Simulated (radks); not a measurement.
All-electron atom: Co XVI in [Ne] 3s2.

All-electron calculation, scalar-relativistic Kohn-Sham, exchange-only LDA, spin-polarised, spherical densities, point nucleus. Program: a radial shooting solver on a logarithmic mesh with Libxc functionals.

Energy parts (hartree):
| part | energy |
|---|---|
| total | -1282.46155 |
| kinetic | 1301.24948 |
| electron-nucleus | -2830.60857 |
| Hartree | 287.86233 |
| exchange | -40.96480 |

Orbitals (lengths in bohr, moments of r in powers of bohr):
orbital,occ.,eigenvalue (hartree),<r^4>,<r^2>,<r>
1s,2,-296.9908,0.00004655,0.004257,0.05626
2s,2,-50.64193,0.009710,0.07520,0.2527
2p,6,-46.11130,0.007175,0.06005,0.2216
3s,2,-18.16047,0.3342,0.4773,0.6482
3p,0,-16.77927,0.3359,0.4702,0.6392
4s,0,-9.16541,4.149,1.737,1.243

The highest occupied level is 3s at -494.17 eV. The density falls to 0.001 e/bohr^3 at r = 1.48 bohr.
